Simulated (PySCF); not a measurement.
A structure optimised at PBE0-D3(BJ)/def2-SVP, used in a PySCF frequency run:

```
Si
H 1 1.4961
C 1 1.8395 2 108.09
C 3 1.2177 2 149.92 1 -177.53
H 4 1.0757 2 158.89 1 -178.32
C 1 1.8797 2 110.42 3 -120.49
H 6 1.1003 1 110.48 2 179.56
H 6 1.1005 7 108.35 1 121.16
H 6 1.1008 7 108.47 8 117.57
Si 1 2.3472 2 109.57 3 116.37
H 10 1.4949 1 110.84 2 -58.33
H 10 1.4963 11 108.91 1 120.70
H 10 1.4976 11 108.68 12 117.85
```

Write its SMILES and formula.

C#C[Si@@H](C)[SiH3], C₃H₈Si₂

What are its rotational constants (standard atomic weights)?

3.4603, 2.0551, 1.4316 GHz
